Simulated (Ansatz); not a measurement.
`C[Si](C)(C)[GaH2]` + H₂O → trimethylsilanol + `[GaH3]`  (formal hydrolysis of the Si–Ga bond)

Program: Ansatz. Geometries: PBE0-D4/def2-TZVP. ΔE: electronic, gas phase. CCSD(T)/CBS adds triple-zeta CCSD(T) − MP2 to the extrapolated MP2 energy (def2 sets, frozen cores). This one scheme is used for every species. Functionals use def2-TZVPP. B3LYP here is the variant with VWN-RPA as its local correlation; programs differ in this. HSE06 is defined as in plane-wave codes. For Ga outer-core shells are correlated without core-valence functions, which leaves a few kJ/mol of doubt a bond. Scalar relativity is left out up to krypton. One conformer a species, not always the lowest.

| level | ΔE (kJ/mol) | difference from CCSD(T)/CBS |
| --- | --- | --- |
| PBE-D4 | -77.0 | 13.5 |
| revPBE-D4 | -76.4 | 14.1 |
| BLYP-D4 | -89.4 | 1.1 |
| B97M-V | -110.3 | -19.8 |
| HSE06-D4 | -83.2 | 7.3 |
| B3LYP | -101.8 | -11.3 |
| HF/def2-SVP | -114.7 | -24.2 |
| MP2/def2-TZVPP | -97.5 | -7.0 |
| CCSD/def2-TZVPP | -98.7 | -8.2 |
| CCSD/CBS(def2) | -94.1 | -3.6 |
| CCSD(T)/CBS | -90.5 | 0 |

Largest T1 diagnostic among the species: 0.013.

From BLYP to BHLYP (50 % exact exchange), in def2-TZVPP and without D4, ΔE moves by −15.4 kJ/mol. Leaving LDA and LC-ωPBE aside and taking each functional with its dispersion term where it has one, the values spread over 33.9 kJ/mol, from B97M-V to revPBE-D4. LDA lies −8.1 kJ/mol from PBE without D4. In def2-TZVPP, CCSD(T) changes the Hartree–Fock value by +29.0 kJ/mol (the triples alone add +3.6 kJ/mol) and MP2 by +26.6 kJ/mol.
